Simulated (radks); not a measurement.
The numbers below are computed, except where a source is named.
Q: The mean radii <r> (bohr) of the occupied orbitals of an atom or ion are listed with their occupations. Level of theory: Dirac Kohn-Sham, PBE, spin-unpolarised, spherical densities, point nucleus (a radial shooting solver on a logarithmic mesh with Libxc functionals).

| orbital | occ. | <r> |
|---|---|---|
| 1s1/2 | 2 | 0.02905 |
| 2s1/2 | 2 | 0.1251 |
| 2p1/2 | 2 | 0.1058 |
| 2p3/2 | 4 | 0.1112 |
| 3s1/2 | 2 | 0.3391 |
| 3p1/2 | 2 | 0.3299 |
| 3p3/2 | 4 | 0.3411 |
| 3d3/2 | 4 | 0.3125 |
| 3d5/2 | 6 | 0.3161 |
| 4s1/2 | 2 | 0.8186 |
| 4p1/2 | 2 | 0.8657 |
| 4p3/2 | 4 | 0.8954 |
| 4d3/2 | 4 | 1.088 |
| 4d5/2 | 6 | 1.103 |
| 5s1/2 | 2 | 2.310 |
| 5p1/2 | 1 | 2.843 |
| 5f5/2 | 1 | 29.00 |

Name the element and its charge. Open shells, if any, fill j = l - 1/2 first.

A: Z = 50, tin, charge 0: Sn in [Kr] 4d10 5s2 5p1 5f1. The 1s radius gives Z: for a bare nucleus <r> = (2 gamma + 1)/(2Z) with gamma = sqrt(1 - (Z/c)^2), 0.02862 bohr for Z = 50, and screening makes it slightly larger (0.02905 here). The occupations add up to 50, and the charge is Z minus that.
